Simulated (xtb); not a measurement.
C$_{7}$H$_{8}$O, charge -1, doublet, from a rough starting geometry (a state made from the parent by changing its charge; the spin is typed, not shown lowest); GFN2-xTB (xtb).

Here is a job for xtb.
```
$ xtb mol.xyz --gfn 2 --chrg -1 --uhf 1 --opt vtight --json

# file mol.xyz
16

C     -2.65805112     0.13265789    -0.25033004
O     -1.55911754    -0.49299334    -0.72672586
C     -0.32054785    -0.30542857    -0.38911059
C      0.70111960    -0.99648254    -0.90347710
C      1.96015324    -0.82847661    -0.59757137
C      2.29860513     0.08903886     0.36707185
C      1.28949635     0.87400780     1.02301500
C     -0.04474865     0.65367714     0.65655099
H     -3.56459382    -0.24696501    -0.68890687
H     -2.80238571     0.02332130     0.88104325
H     -2.58503681     1.25649583    -0.41111799
H      0.43453635    -1.74102730    -1.62603315
H      2.79036152    -1.36278700    -0.97666977
H      3.33527232     0.30583513     0.67963551
H      1.50333523     1.59277269     1.78057703
H     -0.77605660     1.20061346     1.10806156
```

Problem. Predict the main parts of the log of this xtb run.

Solution. 
```
   ID    Z sym.   atoms
    1    6 C      1, 3-8
    2    8 O      2
    3    1 H      9-16

           -------------------------------------------------
          |                Calculation Setup                |
           -------------------------------------------------

           -------------------------------------------------
          |                 G F N 2 - x T B                 |
           -------------------------------------------------

          ...................................................
          :                      SETUP                      :
          :.................................................:
          :  # basis functions                  40          :
          :  # atomic orbitals                  40          :
          :  # shells                           24          :
          :  # electrons                        43          :
          :  max. iterations                   250          :
          :  Hamiltonian                  GFN2-xTB          :
          :  restarted?                      false          :
          :  GBSA solvation                  false          :
          :  PC potential                    false          :
          :  electronic temp.          300.0000000     K    :
          :  accuracy                    1.0000000          :
          :  -> integral cutoff          0.2500000E+02      :
          :  -> integral neglect         0.1000000E-07      :
          :  -> SCF convergence          0.1000000E-05 Eh   :
          :  -> wf. convergence          0.1000000E-03 e    :
          :  Broyden damping             0.4000000          :
          :  net charge                         -1          :
          :  unpaired electrons                  1          :
          ...................................................

 iter      E             dE          RMSdq      gap      omega  full diag
   1    -23.4841580 -0.234842E+02  0.379E+00    0.29       0.0  T
   2    -23.5124438 -0.282857E-01  0.339E+00    0.56       1.0  T
   3    -23.5545735 -0.421297E-01  0.192E+00    0.20       1.0  T
   4    -23.5485051  0.606845E-02  0.196E+00    0.21       1.0  T
   5    -23.5680694 -0.195643E-01  0.936E-01    0.14       1.0  T
   6    -23.5741017 -0.603233E-02  0.425E-01    0.03       1.0  T
   7    -23.5757090 -0.160723E-02  0.183E-01    0.04       1.0  T
   8    -23.5758532 -0.144244E-03  0.991E-02    0.04       1.0  T
   9    -23.5759271 -0.738701E-04  0.299E-02    0.03       1.0  T
  10    -23.5759300 -0.291940E-05  0.219E-02    0.03       1.1  T
  11    -23.5759341 -0.405016E-05  0.354E-03    0.03       7.1  T
  12    -23.5759341 -0.169760E-07  0.263E-03    0.03       9.5  T
  13    -23.5759341 -0.265580E-07  0.182E-03    0.03      13.7  T
  14    -23.5759341 -0.241458E-07  0.550E-04    0.03      45.5  T
  15    -23.5759341 -0.184435E-08  0.278E-04    0.03      90.0  T

   *** convergence criteria satisfied after 15 iterations ***

         :::::::::::::::::::::::::::::::::::::::::::::::::::::
         ::                     SUMMARY                     ::
         :::::::::::::::::::::::::::::::::::::::::::::::::::::
         :: total energy             -23.178224159212 Eh    ::
         :: gradient norm              0.249602125503 Eh/a0 ::
         :: HOMO-LUMO gap              0.032684358629 eV    ::
         ::.................................................::
         :: SCC energy               -23.575922099164 Eh    ::
         :: -> isotropic ES            0.126952866042 Eh    ::
         :: -> anisotropic ES          0.017863131803 Eh    ::
         :: -> anisotropic XC          0.004014590771 Eh    ::
         :: -> dispersion             -0.013553764723 Eh    ::
         :: repulsion energy           0.397697939952 Eh    ::
         :: add. restraining           0.000000000000 Eh    ::
         :: total charge              -1.000000000000 e     ::
         :::::::::::::::::::::::::::::::::::::::::::::::::::::

[...]
 * total energy  :   -23.1782242 Eh     change       -0.6042455E-09 Eh
 * total energy  :   -23.2124323 Eh     change       -0.3420811E-01 Eh
 * total energy  :   -23.2223636 Eh     change       -0.9931353E-02 Eh
 * total energy  :   -23.2241905 Eh     change       -0.1826869E-02 Eh
 * total energy  :   -23.2249529 Eh     change       -0.7623787E-03 Eh
 * total energy  :   -23.2254458 Eh     change       -0.4929612E-03 Eh
 * total energy  :   -23.2255727 Eh     change       -0.1268684E-03 Eh
 * total energy  :   -23.2256472 Eh     change       -0.7449039E-04 Eh
 * total energy  :   -23.2256597 Eh     change       -0.1251405E-04 Eh
 * total energy  :   -23.2256626 Eh     change       -0.2935739E-05 Eh
 * total energy  :   -23.2256631 Eh     change       -0.4894451E-06 Eh
 * total energy  :   -23.2256632 Eh     change       -0.5733996E-07 Eh
   *** GEOMETRY OPTIMIZATION CONVERGED AFTER 12 ITERATIONS ***
         :: total energy             -23.225663188201 Eh    ::
[...]
       ...                                ...                  ...
        40                          0.8522802              23.1917
      -------------------------------------------------------------
                  HL-Gap            0.0184011 Eh            0.5007 eV
             Fermi-level           -0.0388431 Eh           -1.0570 eV

     #   Z          covCN         q      C6AA      α(0)
     1   6 C        3.639     0.078    19.628     6.372
     2   8 O        1.702    -0.345    19.801     6.008
     3   6 C        2.847     0.107    25.621     8.296
     4   6 C        2.908    -0.133    31.391     9.187
     5   6 C        2.908    -0.110    30.778     9.097
     6   6 C        2.903    -0.053    29.325     8.879
     7   6 C        2.909    -0.117    30.979     9.127
     8   6 C        2.905    -0.137    31.518     9.205
     9   1 H        0.924     0.005     2.968     2.694
    10   1 H        0.923     0.005     2.979     2.699
    11   1 H        0.923     0.005     2.976     2.698
    12   1 H        0.926    -0.049     4.078     3.158
    13   1 H        0.925    -0.065     4.468     3.306
    14   1 H        0.924    -0.061     4.380     3.273
    15   1 H        0.925    -0.068     4.570     3.343
    16   1 H        0.925    -0.061     4.358     3.265

 Mol. C6AA /au·bohr⁶  :       3274.424998
 Mol. C8AA /au·bohr⁸  :      75169.408136
 Mol. α(0) /au        :         90.605580

Wiberg/Mayer (AO) data.
largest (>0.10) Wiberg bond orders for each atom

 ---------------------------------------------------------------------------
     #   Z sym  total        # sym  WBO       # sym  WBO       # sym  WBO
 ---------------------------------------------------------------------------
     1   6 C    3.977 --     2 O    1.025     9 H    0.980    11 H    0.974
                            10 H    0.974
     2   8 O    2.107 --     1 C    1.025     3 C    0.932
     3   6 C    3.883 --     8 C    1.433     4 C    1.395     2 O    0.932
     4   6 C    3.853 --     3 C    1.395     5 C    1.206    12 H    0.972
                             8 C    0.129
     5   6 C    3.882 --     6 C    1.463     4 C    1.206    13 H    0.971
                             7 C    0.141
     6   6 C    3.981 --     5 C    1.463     7 C    1.446    14 H    0.966
     7   6 C    3.861 --     6 C    1.446     8 C    1.190    15 H    0.971
                             5 C    0.141
     8   6 C    3.866 --     3 C    1.433     7 C    1.190    16 H    0.967
                             4 C    0.129
     9   1 H    0.999 --     1 C    0.980
    10   1 H    1.000 --     1 C    0.974
    11   1 H    1.000 --     1 C    0.974
    12   1 H    0.998 --     4 C    0.972
    13   1 H    0.995 --     5 C    0.971
    14   1 H    0.996 --     6 C    0.966
    15   1 H    0.995 --     7 C    0.971
    16   1 H    0.996 --     8 C    0.967
 ---------------------------------------------------------------------------

Topologies differ in total number of bonds
Writing topology from bond orders to xtbtopo.mol

molecular dipole:
                 x           y           z       tot (Debye)
 q only:       -1.459       0.342       0.165
   full:       -1.618       0.479       0.279       4.348
molecular quadrupole (traceless):
                xx          xy          yy          xz          yz          zz
 q only:       -5.772      -0.597       3.005      -2.373      -5.500       2.767
  q+dip:       -4.326      -1.254       2.361      -2.401      -2.966       1.965
   full:       -4.098      -1.240       2.239      -2.467      -3.962       1.859

optimized geometry written to: xtbopt.xyz

           -------------------------------------------------
          | TOTAL ENERGY              -23.225663188201 Eh   |
          | GRADIENT NORM               0.000108512368 Eh/α |
          | HOMO-LUMO GAP               0.500718676517 eV   |
           -------------------------------------------------

normal termination of xtb
```
